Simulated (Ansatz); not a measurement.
`C#CBBC` + CH₄ → `CBBC` + acetylene  (formal exchange of groups at a B–C bond)

Computed with Ansatz on PBE0-D4/def2-TZVP structures; ΔE is electronic, products minus reactants. CBS: MP2 limit from def2 TZ/QZ plus the TZ coupled-cluster correction, frozen cores. This one scheme is used for every species. Functionals use def2-TZVPP. Each species was taken in one conformer, which may not be the lowest.

```
 species  PBE-D4 energy (Eh)
`C#CBBC`          -167.34329
     CH₄           -40.46517
  `CBBC`          -130.52931
   `C#C`           -77.25308
```

Problem. Work out ΔE.

Solution. ΔE = (-130.52931) + (-77.25308) − (-167.34329) − (-40.46517) = 0.02607 Eh = +0.71 eV. CCSD(T)/CBS gives +0.63 eV.

Problem. What do rigid-rotor, harmonic-oscillator terms from PBE0-D4/def2-TZVP frequencies (298.15 K, 1 bar) make of the CCSD(T)/CBS value? (An estimate is asked.)

Solution. Ansatz gave: ΔZPE = -0.02 eV, ΔH = +0.60 eV, ΔS = 0 J/(mol·K), ΔG = +0.60 eV.

Largest T1 diagnostic among the species: 0.014.

From PBE to PBE0 (25 % exact exchange), in def2-TZVPP and without D4, ΔE moves by −0.03 eV. Leaving LDA and LC-ωPBE aside and taking each functional with its dispersion term where it has one, the values, not all of them listed here, spread over 0.12 eV, from ωB97X-V to B97M-V. LDA lies −0.03 eV from PBE without D4. At CCSD(T), def2-SVP lies +0.03 eV from the extrapolated value and def2-TZVPP +0.01 eV.
